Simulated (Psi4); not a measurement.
A dimer, C4H4O ··· H3O+ (SMILES c1ccoc1 and [OH3+]) (charge +1), singlet; the first 9 atoms form monomer A.

```
13

C     -0.9309     0.4204    -0.0827
C      0.4038     0.9404    -0.0585
C      1.2238    -0.1305     0.0733
O      0.4959    -1.2796     0.1324
C     -0.8150    -0.9246     0.0362
H     -1.8475     0.9773    -0.1763
H      0.7048     1.9716    -0.1299
H      2.2911    -0.2441     0.1374
H     -1.5259    -1.7307     0.0680
O     -3.5663    -0.4832    -1.5166
H     -4.0662     0.3609    -1.5343
H     -3.0582    -0.6525    -2.3386
H     -3.0374    -0.6057    -0.6993
```

Question: What interaction energy does Psi4 with SAPT0/jun-cc-pVDZ, frozen core give, and which attractive term is the largest?

Answer: Total -6.63 kJ/mol: electrostatics 11.24, exchange 22.24, induction -32.77, dispersion -7.33. The most attractive term is induction.
